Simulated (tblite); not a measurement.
Compound: C6H11NOSi.
Structure used (GFN2-xTB), in Å, numbered top down from 1:
```xyz
20
C6H11NOSi angstrom
C      3.4762    1.2656   -0.7508
C      2.7490    0.1961   -0.4891
C      1.4639    0.2245    0.2758
C      0.2905   -0.3277   -0.5585
C      0.5421   -1.7141   -0.9148
N      0.7247   -2.8128   -1.1704
O     -0.8883   -0.2238    0.1852
Si    -2.4260   -0.1838   -0.3522
C     -3.3921    0.0375    1.2529
H      4.3995    1.2061   -1.3003
H      3.1815    2.2471   -0.4159
H      3.0601   -0.7823   -0.8318
H      1.5496   -0.3870    1.1788
H      1.2123    1.2441    0.5733
H      0.2043    0.2440   -1.4967
H     -2.5835    0.9484   -1.2766
H     -2.7729   -1.4162   -1.0662
H     -3.0498    0.8993    1.8174
H     -3.3020   -0.8334    1.8948
H     -4.4443    0.1789    1.0324
```

Computed values, GFN2-xTB/tblite, gas phase, harmonic and unscaled. This tight-binding method is rough: wavenumbers can miss measured ones by several per cent, in bad cases by 10 to 20. Modes of hydrogen on silicon can be 10 to 20 % off. One conformer, not necessarily the lowest.

Harmonic wavenumbers (cm⁻¹): 26.7, 42.5, 61.2, 67.4, 99.6, 102.8, 146.3, 198.1, 239.7, 276.9, 338.1, 415.5, 485.5, 543.0, 560.5, 614.4, 640.0, 705.8, 787.7, 798.9, 823.8, 825.7, 848.7, 881.2, 901.6, 947.5, 979.4, 1025.7, 1068.2, 1105.9, 1124.4, 1175.8, 1254.0, 1275.5, 1282.7, 1310.6, 1373.6, 1412.1, 1466.9, 1481.8, 1487.4, 1718.3, 2193.0, 2245.4, 2406.6, 2839.7, 2962.2, 2992.1, 3043.1, 3045.3, 3062.1, 3062.8, 3099.4, 3132.4.

A = 2324, B = 680.8, C = 567.3 MHz; mass 141.061 u (most abundant isotopes); point group C1, symmetry number 1.

Problem. Zero-point energy?

Solution. Half the sum of the wavenumbers: 33503 cm⁻¹ = 400.79 kJ/mol.

Problem. Give the ideal-gas entropy at 400 K and 1 bar in the rigid-rotor, harmonic-oscillator model (classical rotation).

Solution. Translation 176.69, rotation 130.28, vibration 225.86: S = 532.8 J/(mol K).

Problem. And Cp and H(400 K) − H(0)?

Solution. Cp = 226.53 J/(mol K), of which vibrations give 193.27 (their classical limit is 54 R = 449.0); H(400 K) − H(0) = 55.62 kJ/mol without the zero-point energy, 42.32 from vibrations.

Problem. Which modes carry the vibrational entropy at 400 K?

Solution. 26.7 cm⁻¹: 27.80; 42.5 cm⁻¹: 23.94; 61.2 cm⁻¹: 20.92; 67.4 cm⁻¹: 20.12; 99.6 cm⁻¹: 16.89; 102.8 cm⁻¹: 16.63 J/(mol K); the other 48 give 99.56 together.

Problem. How do the functions run with temperature in this model?

Solution. 
| T (K) | S (J/(mol K)) | Cp (J/(mol K)) | H − H(0) (kJ/mol) | G − H(0) (kJ/mol) | ln q(vib) |
| --- | --- | --- | --- | --- | --- |
| 150 | 371.9 | 118.6 | 12.39 | -43.39 | 5.80 |
| 250 | 442.3 | 161.9 | 26.36 | -84.22 | 9.48 |
| 298.15 | 472.7 | 183.6 | 34.68 | -106.26 | 11.12 |
| 600 | 637.7 | 291.2 | 107.81 | -274.83 | 20.55 |
| 900 | 768.6 | 353.4 | 205.26 | -486.47 | 28.85 |

q(vib) and H(0) count from the zero-point level.

Hindered rotation and anharmonicity are outside this model. Other conformers, if any are populated, would add a mixing term that is left out. The structure is chiral; the term R ln 2 for an equal mix with its mirror image is left out.
